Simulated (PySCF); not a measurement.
Molfile (atoms numbered from 1):
```
C2H4BFO2
     RDKit          3D

 10  9  0  0  0  0  0  0  0  0999 V2000
   -1.5515   -0.6149   -0.2412 C   0  0  0  0  0  0  0  0  0  0  0  0
   -1.1165    0.4277    0.4650 C   0  0  0  0  0  0  0  0  0  0  0  0
    0.1650    0.7653    0.7627 O   0  0  0  0  0  0  0  0  0  0  0  0
    1.3201    0.1157    0.4760 B   0  0  0  0  0  0  0  0  0  0  0  0
    1.3767   -1.0564   -0.1959 O   0  0  0  0  0  0  0  0  0  0  0  0
    2.4417    0.7017    0.8951 F   0  0  0  0  0  0  0  0  0  0  0  0
   -2.6274   -0.7258   -0.3845 H   0  0  0  0  0  0  0  0  0  0  0  0
   -0.8816   -1.3552   -0.6778 H   0  0  0  0  0  0  0  0  0  0  0  0
   -1.8101    1.1572    0.8939 H   0  0  0  0  0  0  0  0  0  0  0  0
    2.2808   -1.3692   -0.3042 H   0  0  0  0  0  0  0  0  0  0  0  0
  1  2  2  0
  2  3  1  0
  3  4  1  0
  4  5  1  0
  4  6  1  0
  1  7  1  0
  1  8  1  0
  2  9  1  0
  5 10  1  0
M  END
```

Geometry: PBE0-D3(BJ)/def2-SVP; GIAO absolute shieldings from PySCF 2.14.0 with density-fitted response routines, gas phase, non-relativistic, averaged over equivalent atoms.

At PBE0/pcSseg-1 (122 basis functions, 9.4 s wall time on 1 thread of an Arm Neoverse V1, shared host):
```tsv
atoms	σ (ppm)
C2	31.9
C1	80.2
O3	187.9
O5	238.9
B4	84.7
F6	297.9
H9	24.95
H8	25.61
H7	26.55
H10	27.62
```

What do these become at CAM-B3LYP/pcSseg-2?

Results:


| atoms | σ at CAM-B3LYP/pcSseg-2 | change |
| --- | --- | --- |
| C2 | 22.5 | -9.4 |
| C1 | 74.9 | -5.3 |
| O3 | 189.7 | +1.8 |
| O5 | 238.2 | -0.7 |
| B4 | 82.5 | -2.2 |
| F6 | 306.3 | +8.4 |
| H9 | 24.76 | -0.19 |
| H8 | 25.72 | +0.11 |
| H7 | 26.65 | +0.10 |
| H10 | 27.68 | +0.06 |

The largest change is at C2 (alkene carbon bearing oxygen). Cost: 272 basis functions, 42 s wall time on 1 thread of an Arm Neoverse V1, shared host.
